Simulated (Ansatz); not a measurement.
C₄H₅F₃O₂, SMILES `CCOC(=O)C(F)(F)F`: measurement beside calculation (Ansatz, PBE0-D4/def2-TZVP geometry).

Z-matrix (Å, degrees):
```
C
C 1 1.507
H 1 1.091 2 111.0
H 1 1.092 2 109.4 3 -119.3
H 1 1.091 2 110.9 3 121.4
O 2 1.442 1 111.0 3 -64.7
H 2 1.089 1 111.8 3 179.5
H 2 1.091 1 111.6 3 56.4
C 6 1.318 2 116.4 1 84.3
O 9 1.194 6 127.7 2 1.1
C 9 1.545 6 109.4 2 -179.0
F 11 1.321 9 110.5 6 -179.1
F 11 1.334 9 110.3 6 60.9
F 11 1.333 9 110.7 6 -58.8
```

Measured: 1801 cm⁻¹ (C=O stretch, variable temperature gas-phase IR). Source: Copper(II) Perfluorinated Carboxylate Complexes with Small Aliphatic Amines as Universal Precursors for Nanomaterial Fabrication, 2021 (pmc:8659220).

Harmonic PBE0-D4 wavenumbers (cm⁻¹, unscaled): 26, 71, 91, 173, 233, 257, 334, 352, 418, 462, 532, 588, 740, 795, 801, 875, 897, 1052, 1124, 1174, 1205, 1210, 1264, 1332, 1373, 1405, 1431, 1479, 1488, 1500, 1872, 3063, 3095, 3139, 3142, 3164. Fundamentals include anharmonicity and usually lie a few per cent under these; harmonic values from spectra compare directly.
